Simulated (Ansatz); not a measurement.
This geometry of CH7BFNO (12 atoms, charge 0, multiplicity 1) is a first-order saddle point.

Computed with RKS B3LYP/cc-pVDZ in Ansatz.

```xyz
12
Properties=species:S:1:pos:R:3
B 0.355 0.378 0.179
O -0.534 -0.227 1.419
H -1.378 -0.585 1.107
F 1.649 -0.069 0.336
H -0.195 0.138 -0.878
N 0.137 1.825 0.728
H 0.991 2.187 1.158
C -0.509 2.843 -0.104
H -1.444 2.437 -0.520
H -0.761 3.736 0.490
H 0.123 3.157 -0.953
H -0.569 0.927 1.530
```

Question: Which two structures does it join? (They come from a converged band through this point; their orientation in space is the band's.)

Answer: Bonds broken: B1–O2, N6–H12. Bonds formed: O2–H12. CH7BFNO becomes CH5BFN + H2O.

Image 0:

```xyz
12
Properties=species:S:1:pos:R:3
B 0.162 0.249 0.295
O -1.067 -0.046 0.964
H -1.452 -0.866 0.631
F 1.309 -0.344 0.868
H 0.173 0.196 -0.934
N 0.368 1.854 0.680
H 1.323 2.121 0.425
C -0.628 2.768 0.081
H -1.622 2.408 0.375
H -0.481 3.806 0.413
H -0.541 2.709 -1.012
H 0.321 1.891 1.704
```

Image 6:

```xyz
12
Properties=species:S:1:pos:R:3
B 1.009 0.544 -0.459
O -1.515 0.756 2.378
H -2.127 0.226 1.843
F 2.133 -0.084 -0.043
H 0.385 0.089 -1.383
N 0.593 1.697 0.208
H 1.179 2.066 0.953
C -0.550 2.533 -0.144
H -1.044 2.106 -1.029
H -1.277 2.566 0.682
H -0.235 3.560 -0.392
H -0.686 0.690 1.878
```

Question: How far does it lie above each of them?

Answer: 1.20 eV above the first and 0.58 eV above the second. This is the barrier of this one path; another mechanism may lie lower. The orbitals stay closed-shell, which can raise the energy where a bond breaks towards radicals; this wasn't checked here.

Run time: 4.7 min on 2 threads of Arm Neoverse V2, on a shared host, peak memory 0.21 GiB.
